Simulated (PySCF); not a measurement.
One molecule, one basis, several functionals.

Compound: C2H8AlAsS.
Cartesian coordinates in Å at the PBE0-D3(BJ)/def2-SVP level; atoms count from 1:
```
atom  x, y, z in Å
C1    -2.805   -0.030    0.158
S2    -2.218   -0.292   -1.554
Al3   -0.060   -0.483   -1.306
As4    0.844   -0.438    0.950
C5     2.718    0.029    0.485
H6    -2.343   -0.734    0.863
H7    -3.891   -0.197    0.157
H8    -2.608    0.999    0.487
H9     0.785   -0.732   -2.628
H10    0.334    0.990    1.142
H11    3.251    0.284    1.411
H12    3.194   -0.860    0.047
H13    2.805    0.864   -0.222
```

PySCF, def2-SVPD basis, density fitting, gas phase, PBE0-D3(BJ)/def2-SVP geometry; singlet excitations by full TDDFT with frozen cores, triplets by Tamm–Dancoff TDDFT and ionisation energies by ΔSCF, from the lowest of the holes tried. One functional is left out:

```json
{"functional": "LDA", "exact exchange (%)": "0", "HOMO energy (eV)": "-5.85", "LUMO energy (eV)": "-2.21", "lowest singlet excitation (eV)": "3.87", "lowest triplet excitation (eV)": "3.48", "dipole moment (D)": "1.641", "mean polarisability (au)": "118.1", "vertical ionisation energy (eV)": "8.57"}
{"functional": "PBE", "exact exchange (%)": "0", "HOMO energy (eV)": "-5.75", "LUMO energy (eV)": "-2.01", "lowest singlet excitation (eV)": "3.94", "lowest triplet excitation (eV)": "3.47", "dipole moment (D)": "1.637", "mean polarisability (au)": "116.5", "vertical ionisation energy (eV)": "8.41"}
{"functional": "PBE0", "exact exchange (%)": "25", "HOMO energy (eV)": "-6.76", "LUMO energy (eV)": "-1.29", "lowest singlet excitation (eV)": "4.35", "lowest triplet excitation (eV)": "3.80", "dipole moment (D)": "1.668", "mean polarisability (au)": "111.8", "vertical ionisation energy (eV)": "9.12"}
{"functional": "BHandHLYP", "exact exchange (%)": "50", "HOMO energy (eV)": "-7.65", "LUMO energy (eV)": "-0.50", "lowest singlet excitation (eV)": "4.68", "lowest triplet excitation (eV)": "4.13", "dipole moment (D)": "1.621", "mean polarisability (au)": "108.5", "vertical ionisation energy (eV)": "8.61"}
```

Task: Predict the row of B3LYP (20 % exact exchange) by straight lines through the other rows, and check it.

Result: 
```
                       property   line  computed  computed − line  PBE0 (25 %), for comparison
               HOMO energy (eV)  -6.55     -6.56            -0.01                        -6.76
               LUMO energy (eV)  -1.46     -1.46             0.00                        -1.29
 lowest singlet excitation (eV)   4.23      4.25            +0.02                         4.35
 lowest triplet excitation (eV)   3.74      3.78            +0.04                         3.80
              dipole moment (D)  1.641     1.589           -0.052                        1.668
       mean polarisability (au)  113.5     113.0             -0.5                        111.8
vertical ionisation energy (eV)   8.68      9.12            +0.44                         9.12
```
